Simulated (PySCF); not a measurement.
boric acid (BH3O3), SMILES OB(O)O. Atoms are numbered in the order given.

```xyz
7

O     -0.6333     1.2342     0.0000
B     -0.0315     0.0090     0.0000
O      1.3487    -0.0424     0.0000
O     -0.8635    -1.0821     0.0000
H      0.0260     1.9416     0.0000
H      1.7273    -0.9305     0.0000
H     -0.4104    -1.9336     0.0000
```
Charge 0, spin multiplicity 1.

Coordinates come from a TPSSh-D3(BJ)/def2-SVP optimisation. The values are those of a single conformer.

All values below come from r2SCAN/def2-TZVPD in PySCF.

Symmetry labels are those of the subgroup Cs that the program uses (full group Cs).

Computed valence orbital energies around the gap with their symmetry:
```csv
orbital,symmetry,energy (eV)
HOMO−7,A',-14.38
HOMO−6,A',-12.55
HOMO−5,A',-10.84
HOMO−4,A",-10.29
HOMO−3,A',-9.21
HOMO−2,A',-8.66
HOMO−1,A",-8.17
HOMO,A",-7.92
LUMO,A',-0.61
LUMO+1,A',0.75
LUMO+2,A',1.14
LUMO+3,A",1.73
```
